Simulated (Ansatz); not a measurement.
Computed with Ansatz on PBE0-D4/def2-TZVP structures; ΔE is electronic, products minus reactants. CCSD(T)/CBS is the MP2 limit (def2-TZVPP, def2-QZVPP) plus CCSD(T) − MP2 in def2-TZVPP, frozen cores. This one scheme is used for every species. Functionals use def2-TZVPP. Each species was taken in one conformer, which may not be the lowest.

`O[SiH2]N[SiH3]` + `C=N` → `C=N[SiH2]N[SiH3]` + H₂O  (ligand exchange at the Si–O bond)

Q: Is it downhill or uphill in electronic energy at CCSD(T)/CBS, and by how much? (An estimate is asked.)

A: Ansatz gave: Uphill: ΔE = +0.61 eV.

Q: What do these levels give: PBE0-D4, r2SCANh-D4, ωB97M-V, PBE-QIDH, r2SCANh, BHLYP? (Estimate.)

A: The calculation gave: PBE0-D4 0.58, r2SCANh-D4 0.63, ωB97M-V 0.63, PBE-QIDH 0.62, r2SCANh 0.64, BHLYP 0.69 eV.

Largest T1 diagnostic among the species: 0.012.

Leaving LDA and LC-ωPBE aside and taking each functional with its dispersion term where it has one, the values, not all of them listed here, spread over 0.12 eV, from revPBE-D4 to B2PLYP. At CCSD(T), def2-SVP lies +0.05 eV from the extrapolated value and def2-TZVPP +0.03 eV.
